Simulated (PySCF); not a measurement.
Fill in the blanks.

CH₇O₂Si₃ (doublet state).
Z-matrix (Å and degrees, GFN2-xTB geometry), rows numbered from 1:
```
O 
C   1  1.2136
Si  2  1.9127  1  124.25
Si  3  2.3004  2  112.07  1     2.14
O   3  1.6482  2  103.48  1   119.00
Si  5  1.6102  3  159.62  2   -30.35
H   2  1.1145  1  118.48  3   174.19
H   3  1.4698  2  106.51  1  -134.70
H   4  1.4688  3  110.69  2  -126.62
H   4  1.4710  3  112.65  2   114.81
H   4  1.4627  3  112.93  2    -6.34
H   6  1.4523  5  110.20  3    76.92
H   6  1.4530  5  110.63  3   -54.97
```

```json
{"property": "point group of the GFN2-xTB geometry", "level": "GFN2-xTB", "value": "C1"}
{"property": "rotational constants A, B, C of the GFN2-xTB geometry", "level": "GFN2-xTB", "value": "?"}
{"property": "isotropic g value", "level": "unrestricted B3LYP/pcH-1, mean-field spin–orbit", "value": "?"}
{"property": "spin squared ⟨S²⟩", "level": "unrestricted B3LYP/pcH-1", "value": "0.751"}
{"property": "largest isotropic hyperfine couplings (means over sets of like nuclei)", "level": "unrestricted B3LYP/pcH-1, mean-field spin–orbit", "value": "?"}
```

Electronic properties: PySCF, gas phase, density fitting. GFN2-xTB frequencies show an imaginary mode (33i cm⁻¹), so this geometry is no minimum at that level. Hyperfine couplings depend on the geometry, which wasn't re-optimised at a DFT level.

(1) The isotropic g value?

(2) What are the rotational constants A, B, C of the GFN2-xTB geometry?

(3) What are the largest isotropic hyperfine couplings (means over sets of like nuclei)?

Results:

(1) 2.00243.

(2) 2.080, 1.220, 0.896 GHz.

(3) 29Si -546.3 (Si6), 1H +73.5 (H12/H13), 17O -47.3 (O5), 29Si -9.9 (Si3), 13C +3.1 (C2) MHz.

g_iso is shifted by about +110 ppm from the free-electron value 2.002319. ⟨S²⟩ is 0.001 above the pure-spin value S(S + 1) = 0.75. With B = h/(8π²I), that is 505.379 GHz u Å² over I, the principal moments of inertia are 243.0, 414.2 and 563.9 u Å² (most abundant isotopes); the inertial defect Ic − Ia − Ib is -93.3 u Å² (zero for a rigid planar frame, negative otherwise). The rotational constants make it an asymmetric top with κ = (2B − A − C)/(A − C) = -0.45, nearer the prolate limit (−1). At 9.50 GHz, hν = g·μB·B₀ (B₀ the magnetic field) puts the centre of the isotropic spectrum, to first order, at 339.0 mT.

One conformer stands for the species.
